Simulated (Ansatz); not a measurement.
Ge₄Te₃⁻. Charge -1, multiplicity 2. Geometry PBE0-D4/def2-SVP, that of the neutral singlet; atoms count from 1.

Cartesian coordinates in Å:
```
Ge -2.211 0.464 0.771
Ge 1.406 1.038 -2.106
Ge -0.890 0.166 -1.528
Ge 1.305 -0.592 1.464
Te 1.171 -1.540 -1.154
Te 0.358 1.857 0.352
Te -1.138 -1.394 2.201
```

In the def2 sets Te takes a core potential; there is no spin–orbit coupling. The structure comes from a short search, and lower isomers may exist.

**Question.** Estimate the Mulliken populations from the PBE0/def2-SVP orbitals of Ansatz.

**Answer.** 
| atom | charge (e) | spin (α − β) |
| --- | --- | --- |
| Ge1 | -0.05 | 0.41 |
| Ge2 | -0.08 | 0.31 |
| Ge3 | -0.09 | 0.29 |
| Ge4 | 0.10 | 0.03 |
| Te5 | -0.25 | -0.03 |
| Te6 | -0.24 | -0.03 |
| Te7 | -0.38 | 0.02 |
Mulliken values depend strongly on the basis.

**Question.** Where does the spin sit?

**Answer.** Summed by element: Ge 1.04, Te -0.04, of 1 unpaired in all. Largest on single atoms: Ge1 0.41, Ge2 0.31, Ge3 0.29.

**Question.** And the Mayer bond orders between heavy atoms (over 0.3)?

**Answer.** Ge1–Ge3 0.68 (2.67 Å); Ge1–Te6 0.56 (2.95 Å); Ge1–Te7 1.01 (2.58 Å); Ge2–Ge3 0.74 (2.52 Å); Ge2–Te5 0.78 (2.76 Å); Ge2–Te6 0.71 (2.80 Å); Ge3–Te5 0.81 (2.70 Å); Ge3–Te6 0.47 (2.82 Å); Ge4–Te5 0.75 (2.79 Å); Ge4–Te6 0.74 (2.85 Å); Ge4–Te7 1.01 (2.68 Å).
